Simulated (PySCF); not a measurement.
# Telling isomers of C6H12N2 apart by NMR

Fast rotation and ring inversion assumed for equivalent nuclei, no relativistic terms, a single conformation, in vacuum. Coordinates at the PBE0-D3(BJ)/def2-SVP level; NMR shieldings at PBE0/pcSseg-1/GIAO; PySCF 2.14.

Shifts are taken against calculated references (same method and geometry level): $^{1}$H and $^{13}$C vs TMS. Where no couplings were computed, multiplicities follow the n + 1 count of equivalent neighbours, and m marks all less simple cases (inequivalent or close neighbours, rings, F or P nearby). Shifts are as computed. Against solution values, carbons near 30 ppm lie about +2 ppm off and those near 130 ppm about +5 ppm. Of 1309 compounds with measured shifts, 239 miss one by over three times the rms of a fit or turn the order of signals round; such compounds aren't used in these exercises.

(1) Tabulate the signals of `C=CCN(C)/N=C\C`, `C1CN2CCN1CC2` and their relative energies.

(2) What is the quickest way to tell C=CCN(C)/N=C\C from C1CN2CCN1CC2?

Answers

(1) 
```tsv
SMILES	carbon types	δC	δH	E rel. (kcal/mol)
C=CCN(C)/N=C\C	2×CH 2×CH2 2×CH3	142.9, 140.2, 123.9, 59.4, 48.6, 20.0	6.44 (q, 1H), 6.20 (m, 1H), 5.38 (m, 1H), 5.38 (m, 1H), 3.56 (d, 2H), 2.96 (s, 3H), 1.60 (d, 3H)	35.9
C1CN2CCN1CC2	6×CH2	50.0	2.37 (s, 12H)	0.0
```

Energies are electronic energies at PBE0/pcSseg-1 on these geometries, without zero-point or thermal terms, each for the one conformer computed, which needn't be the lowest.

(2) Count the carbon signals: 6 against 1. The first has an alkene CH at 142.9 ppm, the second an sp3 CH2 bonded to N at 50.0 ppm. In the proton spectra the most deshielded non-exchanging signals are 6.44 (q, 1H) and 2.37 (s, 12H).
